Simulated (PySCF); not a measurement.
These 3 structures share the formula C8H11NSe. Level of theory: PBE0-D3(BJ)/def2-SVP geometry optimisation, gas phase (PySCF 2.14.0). One conformer each; no zero-point energy, no entropy. No frequencies were run at this level. Point groups hold within 0.08 Å.

**Question.** Order them by energy at this level, lowest first, and give relative energies in kcal/mol.
A. `[H]/[N:9]=[CH:8]\[c:7]1[cH:6][cH:5][c:4]([CH:2]([CH3:1])[CH3:3])[se:10]1` with C1–C2–C4–C5 117°, C6–C7–C8–N9 180°
B. `[CH3:1][C:2]1=[C:3]([CH3:4])[C@@H:5]([CH3:6])[C@H:7]([C:8]#[N:9])[Se:10]1` with C2–C3–C5–C6 -95°, C3–C5–C7–C8 84°, C5–C7–Se10–C2 28°, C1–C2–Se10–C7 166°
C. `[cH:1]1[cH:2][c:3]([CH:4]2[CH2:5][CH2:6][CH2:7][CH2:8]2)[se:9][n:10]1` with C2–C3–C4–C5 114°, C3–C4–C5–C6 103°, C4–C5–C6–C7 39°, C5–C6–C7–C8 -42°, C6–C7–C8–C4 29°

**Answer.** C (0.0), A (7.1), B (9.0).

As drawn, the lowest has an aromatic ring, which the highest lacks; the highest has a C≡N group and a C=C bond outside aromatic rings, which the lowest lacks. Neighbours under 2.5 kcal/mol apart ([H]/N=C\c1ccc(C(C)C)[se]1 and CC1=C(C)[C@@H](C)[C@H](C#N)[Se]1) can change places with a better method, another conformer or zero-point energy.

| SMILES | E (Eh) | E rel (kcal/mol) | dipole (D) | point group | A, B, C (MHz) |
| --- | --- | --- | --- | --- | --- |
| c1cc(C2CCCC2)[se]n1 | -2766.51110 | 0.0 | 3.20 | C1 | 2105, 691.0, 602.7 |
| [H]/N=C\c1ccc(C(C)C)[se]1 | -2766.49985 | 7.1 | 3.86 | Cs | 2195, 648.3, 561.1 |
| CC1=C(C)[C@@H](C)[C@H](C#N)[Se]1 | -2766.49684 | 9.0 | 4.20 | C1 | 1034, 952.3, 733.7 |
